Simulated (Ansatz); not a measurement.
Consider the ligand exchange at the Si–O bond: `O[Si]F` + CH₃OH → `CO[Si]F` + H₂O.

Isolated molecules relaxed with PBE0-D4/def2-TZVP in Ansatz; ΔE leaves out vibrations. CBS: MP2 limit from def2 TZ/QZ plus the TZ coupled-cluster correction, frozen cores. This one scheme is used for every species. Functionals use def2-TZVPP. B3LYP here is the variant with VWN-RPA as its local correlation; programs differ in this. One conformer a species, not always the lowest.

`O[Si]F`:

Z-matrix (Å, degrees):
```
O
Si 1 1.637
H 1 0.963 2 120.3
F 2 1.620 1 101.6 3 0.0
```

CH₃OH:

Cartesian coordinates in Å:
```
C -0.122 0.315 0.114
O 0.253 -0.670 -0.822
H -0.465 1.181 -0.453
H 0.717 0.632 0.746
H -0.944 -0.016 0.761
H 0.561 -1.442 -0.345
```

`CO[Si]F`:

```xyz
7

C    -0.337   -0.324   -0.676
O    -0.045   -0.667    0.666
Si    0.652    0.149    1.889
F     0.985    1.582    1.207
H    -0.016    0.694   -0.908
H     0.174   -1.024   -1.340
H    -1.413   -0.410   -0.838
```

H₂O:

```xyz
3

O    -0.115    0.204   -0.311
H    -0.630   -0.010    0.469
H     0.745   -0.194   -0.158
```

```tsv
species	B3LYP energy (Eh)
`O[Si]F`	-465.35753
CH₃OH	-115.77851
`CO[Si]F`	-504.66996
H₂O	-76.46667
```

(1) Work out ΔE.

Largest T1 diagnostic among the species: 0.015.

Results:

(1) ΔE = (-504.66996) + (-76.46667) − (-465.35753) − (-115.77851) = -0.00059 Eh = -0.02 eV. CCSD(T)/CBS gives -0.07 eV.

The D4 term adds −0.05 eV with B3LYP and −0.03 eV with PBE0; it sums over pairs of atoms, weighted by their polarisabilities, and B3LYP, whose exchange is more repulsive, gets the larger term. Leaving LDA and LC-ωPBE aside and taking each functional with its dispersion term where it has one, the values, not all of them listed here, spread over 0.04 eV, from BLYP-D4 to B97M-V. LDA lies −0.03 eV from PBE without D4.
